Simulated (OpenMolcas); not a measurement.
## P⁺: effect of correlating more closed shells

```
Program             : OpenMolcas
Basis               : ANO-RCC-VQZP [6s5p3d2f1g]
Scalar Hamiltonian  : DKH2, point nucleus
Active space        : 2 electrons in 9 orbitals (RAS2 3p; RAS3 3d 4s, at most 1 electron)
State averaging     : 2S+1 = 3 even, 3 roots; 2S+1 = 1 even, 6 roots; 2S+1 = 3 odd, 18 roots; 2S+1 = 1 odd, 18 roots
Spin-orbit coupling : state interaction with AMFI integrals over the reference wave functions, term energies averaged over their components
```

Methods on the same reference wave functions:
A. RASSCF
B. MS-RASPT2, IPEA 0.25 Eh, imaginary shift 0.1 Eh (closed shells correlated: 3s)
C. MS-RASPT2, IPEA 0.25 Eh, imaginary shift 0.1 Eh (closed shells correlated: 2s 2p 3s)

Energies in cm-1 above 3s2 3p2 3P0, the measured ground level; measured values from NIST Handbook of Basic Atomic Spectroscopic Data.

```tsv
Level	A	B	C	Measured
3s2 3p2 3P0	0.0	0.0	0.0	0.0
3s2 3p2 3P1	144	145	145	165
3s2 3p2 3P2	419	418	418	469
3s2 3p2 1D2	11611	8730	8670	8882
3s2 3p2 1S0	28330	26280	26160	21576
3s2 3p 3d 3F* 2	86712	86370	86320	
3s2 3p 3d 3F* 3	86868	86510	86460	
3s2 3p 3d 3F* 4	87075	86720	86670	
3s2 3p 4s 3P* 0	87374	86840	86790	86598
3s2 3p 4s 3P* 1	87508	86970	86920	86744
3s2 3p 4s 3P* 2	87821	87280	87230	87125
3s2 3p 4s 1P* 1	90640	89390	89280	88893
3s2 3p 3d 1D* 2	91165	83680	83580	
3s2 3p 3d 3P* 1	99139	93860	93620	
3s2 3p 3d 3P* 0	99227	93860	93640	
3s2 3p 3d 3D* 1	100219	93560	93260	
3s2 3p 3d 3D* 3	100336	93760	93450	
3s2 3p 3d 1P* 1	113314	106100	105910	
3s2 3p 3d 1F* 3	114670	109170	108860
```

Deviations, from unrounded energies. A percentage is the sum of absolute deviations over the sum of measured energies, with the sign that they share, or ± where signs differ.

| Against measurement | Levels | A | B | C |
| --- | --- | --- | --- | --- |
| mean absolute deviation (cm-1) | 8 | 1700 | 760 | 710 |
| fine structure of the ground term (%) | 2 | -11.2 | -11.2 | -11.2 |
| other terms of the ground configuration (%) | 2 | +31.1 | ±16.0 | ±15.8 |
| other configurations (%) | 4 | +1.1 | +0.3 | +0.2 |

C lies closest to measurement on these levels and A furthest from it. The largest miss of C in the table is 3s2 3p2 1S0, by +4600 cm-1. The ranking rests on the paired levels alone, and a cruder setting can come out closer through cancelling errors.

Between B and C the level of the table that moves most is 3s2 3p 3d 1F* 3, by 310 cm-1 (lowest in C, highest in B). Moves below CASPT2's spread within the term are not significant.

The mean deviations of B to C differ by less than CASPT2's widest spread within a term (200 cm-1), so their order carries little weight.

From A to B the spin-free energies of the other terms of 3s2 3p2 shown, above 3P, scale by factors of 0.75 to 0.93.

The lowest spin-free term lies below A's lowest term by 0.066 hartree in B, 0.109 hartree in C.

What an inner shell adds also hangs on whether the basis holds functions to correlate it.

CASPT2 does not keep the components of a term degenerate, so their means are used; among the terms shown or strongly mixed into the levels shown the widest spread is 200 cm-1 (3s2 3p 3d 1F*, C). Over all roots computed the reference weight is 0.91 to 0.97 in B, 0.91 to 0.97 in C; the roots of lowest weight are the least certain, and an intruder state may touch them. ANO sets are built for valence states and can reach diffuse excited orbitals poorly, and with the s shell closed the s pⁿ⁺¹ terms that mix with these levels are absent. With the s shell closed, the reference lacks s² → p² mixing. Without dynamic correlation excited terms often stand tens of per cent too high (terms of higher spin than the ground term too low), and those without a measured partner can miss by more than the paired ones (holds for A). Some terms miss by over 15 % even with CASPT2, which points to a basis or an active space too small for the shells correlated (holds for B; C). Computed and measured levels are paired by configuration, term and J; levels that our copy of the source lacks, or whose pairing is in doubt (as where it misses far off the trend of its configuration), stay unpaired and out of the deviations. Levels of configurations outside the active space are missing. Levels that lie high or do not pair safely by name in every column are left out.

* marks odd parity.
